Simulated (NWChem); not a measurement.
Species: C₂H₅S, doublet; SMILES CC[S]

Program: NWChem. Spin-unrestricted. In the optimisation the excess spin sits in a" (Cs, its own frame). The geometry was optimised at PBE-D3(BJ)/def2-SVP, spin-unrestricted. No stability test was run on the SCF state.

Problem. Taking UHF/pcseg-2 as the yardstick, which of these has the fewest basis functions while keeping “highest occupied level (eV)” within 0.1 eV of it: UHF/aug-pcseg-1; UHF/pcseg-1; UHF/def2-SVP; UHF/STO-3G?

Solution. UHF/pcseg-1.
| level | basis functions | highest occupied level (eV) |
|---|---|---|
| UHF/STO-3G | 24 | -6.09 |
| UHF/pcseg-1 | 71 | -9.49 |
| UHF/def2-SVP | 71 | -9.34 |
| UHF/aug-pcseg-1 | 118 | -9.46 |
| UHF/pcseg-2 | 164 | -9.46 |

The yardstick is one finite set, not the basis-set limit.
